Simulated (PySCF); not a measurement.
# Hartree-Fock beside MP2: B2ClH3N anion

Calculated results; nothing here was measured. They come from PySCF 2.14.0, an open-source quantum chemistry program, on an isolated molecule that a program drew, which may never have been made. The molecule is B2ClH3N anion (charge -1, singlet), drawn as the SMILES string `[BH3-]N=BCl`.

The geometry was optimised and harmonic frequencies were computed with HF and MP2, all in the aug-cc-pV(D+d)Z basis, for the commonest isotopes, with a restricted reference for singlets and an unrestricted one otherwise, and a frozen core in MP2. Each result is a local minimum of its method.

Geometry at the HF minimum:
```xyz
7
B2ClH3N anion, angstrom
B    -0.6071    1.9252    0.2268
N    -0.0644    0.5875    0.8083
B     0.3614   -0.4621    1.2646
Cl    0.9711   -1.9645    1.9181
H    -0.1119    2.8825    0.8479
H    -1.8457    1.9582    0.3396
H    -0.3014    2.0129   -0.9759
```

Lengths of the bonds as drawn, in Å (atoms numbered as above):
| bond | HF | MP2 |
|---|---|---|
| B1-N2 | 1.556 | 1.561 |
| N2-B3 | 1.221 | 1.264 |
| B3-Cl4 | 1.748 | 1.751 |
| B1-H5 | 1.244 | 1.241 |
| B1-H6 | 1.244 | 1.241 |
| B1-H7 | 1.244 | 1.241 |

Rotational constants, in GHz:
| constant | HF | MP2 |
|---|---|---|
| A | 121.8 | 121.5 |
| B | 2.059 | 2.013 |
| C | 2.059 | 2.013 |

Harmonic frequencies in cm^-1, each column in rising order, so a row needn't be the same motion in every method:
```
rank    HF   MP2
   1   160   149
   2   160   149
   3   437   349
   4   437   349
   5   500   480
   6   890   869
   7   996   927
   8   996   927
   9  1241  1176
  10  1241  1180
  11  1252  1180
  12  2197     ?
  13  2273  2336
  14  2273  2338
  15  2333  2338
```

**Estimate the missing MP2 frequency from the HF column.**

A single factor s that minimises the squared misfit of MP2 against s times HF over the other rows is sum(HF x MP2) / sum(HF^2) = 0.9920, with an rms misfit of 57 cm^-1. For rank 12 it gives 0.9920 x 2197 = 2179 cm^-1. The calculation gives 1951 cm^-1, 228 cm^-1 below the estimate. The drawn bonds are on average 0.5 % longer in MP2 than in HF.
